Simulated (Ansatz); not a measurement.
A run for Ansatz (a first-principles code): U-CCSD(T)/cc-pVTZ on H (SMILES [H]).

Ansatz 0.2 input:
```yaml
crystal:
  periodic: [false, false, false]
  atoms:
    - {symbol: H, position_ang: [0.00000000, 0.00000000, 0.00000000]}
basis:
  gaussian:
    orbitals: cc-pVTZ
magnetization: {spin_polarized: true, initial_magnetization: 1}
correlation: {method: ccsd_t, electrons: outside_noble_gas}
scf: {omitted_lower_state_checks: [cluster_reference]}
```

### Question
What total energy does the run end on?

### Answer
-0.4998 hartree (reference determinant -0.4998, T1 diagnostic 0.000).
